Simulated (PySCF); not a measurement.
Correlation energy of Ga (gallium, neutral)

[Ar] 3d10 4s2 4p1, 2P determinant. Computed with PySCF 2.14 in x2c-TZVPPall with one added diffuse shell each of s, p, d type (7s6p5d1f, 57 functions), with the spin-free X2C one-electron Hamiltonian (Gaussian nucleus). Frozen: [Ne]; 21 electrons correlated.

```csv
level,correlation energy (mhartree)
CCSD,-318.31
(T),-9.85
CCSD(T),-328.16
```

Diagnostics: T1 = 0.012, D1 = 0.0405, largest double amplitude 0.048.

Cost of the coupled-cluster step: about 40 core-seconds, for 21 correlated electrons.

This basis was not built for core-valence correlation, so the inner-shell part is incomplete.
